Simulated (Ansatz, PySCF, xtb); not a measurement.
Noncovalent pair: C2H4 (SMILES C=C) (first 6 atoms) with CH6Si (SMILES C[SiH3]); geometry from B3LYP-D3(BJ)/def2-TZVP, rigid monomers moved along the line of their centres of mass till H3···Si8 is 3.03 Å.
(charge 0, multiplicity 1):
```xyz
14

C      0.49074    -0.01534     0.01816
C     -0.80891     0.21796     0.12473
H      1.21802     0.54424     0.59331
H      0.88059    -0.77580    -0.64766
H     -1.53757    -0.34112    -0.44987
H     -1.19579     0.97848     0.79195
C     -0.78592    -0.99864     3.43754
Si     0.50760     0.35432     3.52837
H     -1.74006    -0.65227     3.83911
H     -0.47453    -1.87217     4.01327
H     -0.94126    -1.30665     2.40297
H      0.07667     1.55183     2.76592
H      1.79947    -0.10987     2.96697
H      0.73674     0.76579     4.93581
```

Interaction energies are E(AB) − E(A) − E(B) at the monomers' geometry in the complex; basis-set methods are counterpoise corrected. Rows marked so take none.

Cores are frozen in the correlated methods. Rows in 3-21G, 6-31G* carry no dispersion term and start afresh at each structure (6-31G* with six Cartesian d functions). MP2/6-31G* freezes PySCF's default core.

Codes used: Ansatz (Gaussian orbitals); PySCF for 3-21G rows, 6-31G* rows, the dispersion terms; xtb for the GFN methods. 

| level | interaction energy (kcal/mol) |
|---|---|
| GFN-FF | -0.80 |
| HF/6-31G* (no counterpoise) | 2.40 |
| PBE/def2-TZVPPD | 0.77 |
| PBE-D3(BJ)/def2-TZVPPD | -1.31 |
| BP86/6-31G* (no counterpoise) | 1.43 |
| B3LYP/3-21G (no counterpoise) | 0.04 |
| M06-2X/6-31G* (no counterpoise) | -2.22 |
| MP2/6-31G* | 1.57 |
| CCSD(T)/aug-cc-pV(D+d)Z | ? |

**Question.** Complete the blanks.

**Answer.** 
- CCSD(T)/aug-cc-pV(D+d)Z, interaction energy (kcal/mol): -0.21

Ansatz is a first-principles code.
